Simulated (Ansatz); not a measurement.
System: C5H5, net charge 0, doublet state. It need not be the lowest isomer of its formula. 
Coordinates optimised at B3LYP-D3(BJ)/def2-TZVP (Ansatz, a quantum-chemistry and plane-wave program):
```xyz
10

C     -0.9404     0.7719    -0.0685
C      0.3740     1.1253    -0.1828
C      1.1952    -0.0963    -0.0427
C      0.3553    -1.1556     0.1526
C     -0.9835    -0.6449     0.1413
H     -1.7958     1.4254    -0.1237
H      0.7667     2.1174    -0.3469
H      2.2733    -0.1239    -0.0899
H      0.6331    -2.1878     0.2908
H     -1.8808    -1.2334     0.2702
```
Charge 0, spin multiplicity 2.

Parts of the frozen-core correlation energy in 6-31G (Ansatz, hartree). Frozen orbitals: 5; correlated occupied orbitals by spin: 13 and 12; virtual: 37 and 38. Open shells are spin-unrestricted. Spin-orbit coupling is left out. Non-relativistic.

```
term                            value
-------------------------  ----------
reference (HF)             -192.12388
MP2 opposite-spin            -0.29557
MP2 same-spin                -0.09456
CCSD correlation             -0.44847
(T)                          -0.01524
T1 diagnostic                   0.034
largest doubles amplitude       0.082
<S^2> of the reference          1.025
```
